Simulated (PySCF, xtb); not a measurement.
GeTe, SMILES [Ge]=[Te] (connectivity only; charge and spin as stated), neutral, multiplicity 1.

Harmonic wavenumbers (cm⁻¹) from GFN2-xTB in xtb at its own minimum, in rising order: 376.

Question: What does PBE-D3(BJ)/def2-TZVP run with PySCF give at its own minimum? (The exact figures need the calculation; the answer reports its results.)

Answer: 318. Paired by order, the mean absolute difference is 58 cm⁻¹ and the zero-point energies are 0.5 and 0.5 kcal/mol.
